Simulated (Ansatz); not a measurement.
Input for Ansatz (a first-principles code): U-CCSD(T)/aug-cc-pV(T+d)Z on HS2 (SMILES [S]S), 2S+1 = 2, atoms moved off the minimum. Files ending in .json are basis or fitting sets from the Basis Set Exchange.

Ansatz 0.2 input:
```yaml
crystal:
  periodic: [false, false, false]
  atoms:
    - {symbol: S, position_ang: [0.94601094, -0.45526379, 0.03626087]}
    - {symbol: S, position_ang: [-0.80716072, 0.47967131, -0.01694262]}
    - {symbol: H, position_ang: [-1.71413692, -0.53990931, -0.02143826]}
basis:
  gaussian:
    orbitals: aug-cc-pV_T+d_Z.json
magnetization: {spin_polarized: true, initial_magnetization: 1}
correlation: {method: ccsd_t, electrons: outside_noble_gas}
scf: {omitted_lower_state_checks: [cluster_reference]}
output: {forces: true}
```

Program output:

```
Functional definition: HF
[...]
these checks for a lower state are left out or cut short: cluster_reference
integrals: 0.41 GiB planned
781 factors; integrals over basis functions are off by at most 1.1e-3 eV
mean field: 0.38 GiB planned
mean field evaluation 1: about -21650.2937 eV, gradient 1.0e1 eV
mean field evaluation 2: about -21650.2979 eV, gradient 1.0e1 eV
mean field evaluation 4: about -21651.2660 eV, gradient 2.0e0 eV
mean field evaluation 8: about -21651.3939 eV, gradient 1.8e-1 eV
mean field evaluation 16: about -21650.7677 eV, gradient 5.2e0 eV
mean field evaluation 32: about -21651.3941 eV, gradient 2.0e-1 eV
mean field -21651.39503251 eV, -795.6740916021 hartree, gradient 2.3e-6 eV, S^2 0.773022; 4 other end points of the search recorded, 0 dependent functions left out
10 core orbitals not correlated
reference -21651.39503251 eV, -795.6740916021 hartree; 7, 6 occupied and 116, 117 virtual orbitals, 781 factors
densities: 1.22 GiB planned
second order -9.08543311 eV of doubles, -0.00000000 eV of singles
coupled cluster: 1.31 GiB planned
cycle   1  -9.69289907 eV  change   -6.1e-1 eV  update   8.3e-2
cycle   2  -10.00437602 eV  change   -3.1e-1 eV  update   2.9e-2
cycle   3  -10.06851848 eV  change   -6.4e-2 eV  update   1.9e-2
cycle   4  -10.06784215 eV  change    6.8e-4 eV  update   1.1e-2
cycle   5  -10.07024085 eV  change   -2.4e-3 eV  update   5.2e-3
cycle   6  -10.07132993 eV  change   -1.1e-3 eV  update   1.8e-3
cycle   7  -10.07166254 eV  change   -3.3e-4 eV  update   5.0e-4
cycle   8  -10.07185161 eV  change   -1.9e-4 eV  update   1.9e-4
cycle   9  -10.07181121 eV  change    4.0e-5 eV  update   7.4e-5
cycle  10  -10.07179001 eV  change    2.1e-5 eV  update   2.9e-5
cycle  11  -10.07180080 eV  change   -1.1e-5 eV  update   1.2e-5
cycle  12  -10.07180158 eV  change   -7.8e-7 eV  update   4.9e-6
cycle  13  -10.07180246 eV  change   -8.7e-7 eV  update   1.8e-6
cycle  14  -10.07180123 eV  change    1.2e-6 eV  update   7.6e-7
cycle  15  -10.07180056 eV  change    6.7e-7 eV  update   3.2e-7
perturbative correction -0.52972760 eV, -0.0194671302 hartree
the calculation of the forces begins
Total energy: -21661.99656067 eV, -796.0636905761 hartree
Atom 0 at     0.946011    -0.455264     0.036261 Å, force    -0.266872     0.016343    -0.006169 eV/Å
Atom 1 at    -0.807161     0.479671    -0.016943 Å, force    -0.071108    -0.152777     0.000763 eV/Å
Atom 2 at    -1.714137    -0.539909    -0.021438 Å, force     0.337980     0.136434     0.005406 eV/Å
Dipole moment:    -0.297098    -0.042369    -0.005940 e Å
Checks for a lower state left out: cluster_reference
```

The calculation finished and met its thresholds.

Cost: very roughly 4 core-minutes.
